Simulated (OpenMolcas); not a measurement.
## Au2+: input and output

Input:

```
&GATEWAY
Coord
1

Au 0.0 0.0 0.0
Basis=ANO-RCC-VDZP
Group=XYZ
NoMove
AngMom=0.0 0.0 0.0
AMFI
&SEWARD
* reference wave functions (RASSCF and RASSI steps not shown): 9 electrons in 6 orbitals (5d 6s)
>>> COPY JOB001 $Project.JobIph
&CASPT2
Multistate=30 1 2 3 4 5 6 7 8 9 10 11 12 13 14 15 16 17 18 19 20 21 22
23 24 25 26 27 28 29 30
Frozen=14 16
IPEA=0.25
Imaginary=0.1
MaxIter=60
WThr=0.0 0.3 0.05
PrWF=0.5
NoMix
>>> COPY JOB002 $Project.JobIph
&CASPT2
Multistate=10 1 2 3 4 5 6 7 8 9 10
Frozen=14 16
IPEA=0.25
Imaginary=0.1
MaxIter=60
WThr=0.0 0.3 0.05
PrWF=0.5
NoMix
```

Output, cut to the results:

```
--- CASPT2 ---
Orbital specifications:
      -----------------------

      Symmetry species                           1   2
                                                ag  au
      Frozen orbitals                           14  16
      Inactive orbitals                          1   3
      Active orbitals                            6   0
      Secondary orbitals                         6  13
      Deleted orbitals                           0   0
      Number of basis functions                 27  32
Type of calculation                        MS-CASPT2
      Fock operator                              state-specific
      IPEA shift                                 0.25
      Real shift                                 0.00
      Imaginary shift                            0.10
      The input orbitals will be transformed to quasi-canonical
Reference energy:      -18992.6234632659
      E2 (Non-variational):      -0.3053135635
      Shift correction:          -0.0002148346
      E2 (Variational):          -0.3055283981
      Total energy:          -18992.9289916640
      Residual norm:              0.0000005738
      Reference weight:           0.93172
      Contributions to the CASPT2 correlation energy
      Active & Virtual Only:         -0.1961519508
      One Inactive Excited:          -0.0850938958
      Two Inactive Excited:          -0.0240677168
Reference energy:      -18992.6234632659
      E2 (Non-variational):      -0.3053105325
      Shift correction:          -0.0002148068
      E2 (Variational):          -0.3055253393
      Total energy:          -18992.9289886052
      Residual norm:              0.0000005737
      Reference weight:           0.93173
      Contributions to the CASPT2 correlation energy
      Active & Virtual Only:         -0.1961490171
      One Inactive Excited:          -0.0850938968
      Two Inactive Excited:          -0.0240676186
::    CASPT2 Root  1     Total energy: -18992.92899166
::    CASPT2 Root  2     Total energy: -18992.92898861
::    CASPT2 Root  3     Total energy: -18992.92898101
::    CASPT2 Root  4     Total energy: -18992.92899802
::    CASPT2 Root  5     Total energy: -18992.92899264
::    CASPT2 Root  6     Total energy: -18992.74519927
::    CASPT2 Root  7     Total energy: -18992.74400063
::    CASPT2 Root  8     Total energy: -18992.74421469
::    CASPT2 Root  9     Total energy: -18992.74572943
::    CASPT2 Root 10     Total energy: -18992.74543458
::    CASPT2 Root 11     Total energy: -18992.74524297
::    CASPT2 Root 12     Total energy: -18992.74467797
::    CASPT2 Root 13     Total energy: -18992.72694769
::    CASPT2 Root 14     Total energy: -18992.72695531
::    CASPT2 Root 15     Total energy: -18992.72697106
::    CASPT2 Root 16     Total energy: -18992.72694780
::    CASPT2 Root 17     Total energy: -18992.72697082
::    CASPT2 Root 18     Total energy: -18992.69742080
::    CASPT2 Root 19     Total energy: -18992.69698298
::    CASPT2 Root 20     Total energy: -18992.69885655
::    CASPT2 Root 21     Total energy: -18992.69880855
::    CASPT2 Root 22     Total energy: -18992.69844781
::    CASPT2 Root 23     Total energy: -18992.69869643
::    CASPT2 Root 24     Total energy: -18992.69820139
::    CASPT2 Root 25     Total energy: -18992.69758499
::    CASPT2 Root 26     Total energy: -18992.69785092
::    CASPT2 Root 27     Total energy: -18992.69836300
::    CASPT2 Root 28     Total energy: -18992.69836338
::    CASPT2 Root 29     Total energy: -18992.69836304
::    CASPT2 Root 30     Total energy: -18992.58986583
--- CASPT2 ---
Orbital specifications:
      -----------------------

      Symmetry species                           1   2
                                                ag  au
      Frozen orbitals                           14  16
      Inactive orbitals                          1   3
      Active orbitals                            6   0
      Secondary orbitals                         6  13
      Deleted orbitals                           0   0
      Number of basis functions                 27  32
Type of calculation                        MS-CASPT2
      Fock operator                              state-specific
      IPEA shift                                 0.25
      Real shift                                 0.00
      Imaginary shift                            0.10
      The input orbitals will be transformed to quasi-canonical
Reference energy:      -18992.4895730676
      E2 (Non-variational):      -0.2998357228
      Shift correction:          -0.0001974121
      E2 (Variational):          -0.3000331349
      Total energy:          -18992.7896062024
      Residual norm:              0.0000001032
      Reference weight:           0.93314
      Contributions to the CASPT2 correlation energy
      Active & Virtual Only:         -0.1756358186
      One Inactive Excited:          -0.0973401030
      Two Inactive Excited:          -0.0268598011
Reference energy:      -18992.4895730676
      E2 (Non-variational):      -0.2988985685
      Shift correction:          -0.0001946072
      E2 (Variational):          -0.2990931757
      Total energy:          -18992.7886662432
      Residual norm:              0.0000001737
      Reference weight:           0.93362
      Contributions to the CASPT2 correlation energy
      Active & Virtual Only:         -0.1749594690
      One Inactive Excited:          -0.0971258125
      Two Inactive Excited:          -0.0268132871
::    CASPT2 Root  1     Total energy: -18992.78960620
::    CASPT2 Root  2     Total energy: -18992.78866624
::    CASPT2 Root  3     Total energy: -18992.79075880
::    CASPT2 Root  4     Total energy: -18992.79048003
::    CASPT2 Root  5     Total energy: -18992.78989971
::    CASPT2 Root  6     Total energy: -18992.78994253
::    CASPT2 Root  7     Total energy: -18992.79022563
::    CASPT2 Root  8     Total energy: -18992.73404195
::    CASPT2 Root  9     Total energy: -18992.73404192
...
```

Levels above the lowest, from the spin-orbit matrix with the single-state CASPT2 energies, averaged by term, on its diagonal:

| Configuration | Term | J | E (cm⁻¹) | Measured (cm⁻¹) | g | Term weight % | Second |
| --- | --- | --- | --- | --- | --- | --- | --- |
| 5d⁹ | ²D | 5/2 | 0.0 | 0.0 | 1.201 | 100 |  |
| 5d⁹ | ²D | 3/2 | 13810 | 12694 | 0.800 | 99 |  |
| 5d⁸ 6s | ⁴F | 9/2 | 26570 | 29754 | 1.326 | 97 | 3 ²G |
| 5d⁸ 6s | ⁴F | 7/2 | 31880 | 35077 | 1.193 | 63 | 33 ²F |
| 5d⁸ 6s | ²D | 5/2 | 36630 |  | 1.280 | 40 | 32 ⁴P |
| 5d⁸ 6s | ²D | 3/2 | 37820 |  | 0.763 | 46 | 36 ⁴F |
| 5d⁸ 6s | ⁴F | 5/2 | 42020 | 44426 | 1.114 | 62 | 19 ⁴P |
| 5d⁸ 6s | ²F | 7/2 | 43190 | 45740 | 1.172 | 61 | 36 ⁴F |
| 5d⁸ 6s | ⁴P | 1/2 | 48770 | 49439 | 2.533 | 84 | 14 ²S |
| 5d⁸ 6s | ⁴P | 3/2 | 48770 |  | 1.213 | 50 | 34 ⁴F |
| 5d⁸ 6s | ²F | 5/2 | 50450 |  | 1.200 | 46 | 39 ⁴P |
| 5d⁸ 6s | ⁴P | 3/2 | 53470 |  | 1.348 | 43 | 37 ²P |
| 5d⁸ 6s | ²G | 9/2 | 57340 | 57819 | 1.119 | 97 | 3 ⁴F |
| 5d⁸ 6s | ²G | 7/2 | 57770 | 58585 | 0.906 | 93 | 6 ²F |
| 5d⁸ 6s | ²P | 1/2 | 57920 | 58327 | 0.844 | 90 | 6 ⁴P |
| 5d⁸ 6s | ²D | 3/2 | 62310 |  | 0.944 | 46 | 38 ²P |
| 5d⁸ 6s | ²D | 5/2 | 62620 |  | 1.093 | 43 | 37 ²F |

Against the 9 measured excited levels shown (Iglesias, J. Res. Natl. Bur. Stand. 64A, 481 (1960)) the mean absolute deviation is 1600 cm-1; the largest miss in energy is 5d⁸ 6s ⁴F_7/2 [63 %]: computed 31880, measured 35077 cm⁻¹ (-9.1 %).

CASPT2 breaks the degeneracy within a term, and the mean is taken; among the terms shown or strongly mixed into the levels shown the widest spread is 460 cm-1 (5d⁸ 6s ⁴F). Terms from blocks run as CI alone lack orbitals of their own. A single d shell beside an s shell can misplace configurations of different d count against each other. The CASPT2 spread within a term exceeds the gap to the next term for 5d⁸ 6s ²P and 5d⁸ 6s ²G, so the order of their levels is uncertain. Measured partners are found by configuration, term and J. A level has none where our copy of the source lacks it or the pairing is in doubt (some pairs that miss far off the trend of their configuration count as doubtful), and it then counts in no deviation. Only configurations of the active space appear. The first state left out of the spin-orbit step lies near 93000 cm-1 above the lowest spin-free state of the reference (among the parities and spins computed), and the list stops at four fifths of that energy or lower.

The term weight is that of the spin-free term in the level, not the purity of its configuration. A share in square brackets marks a mixed level and gives the weight of the term that names it.
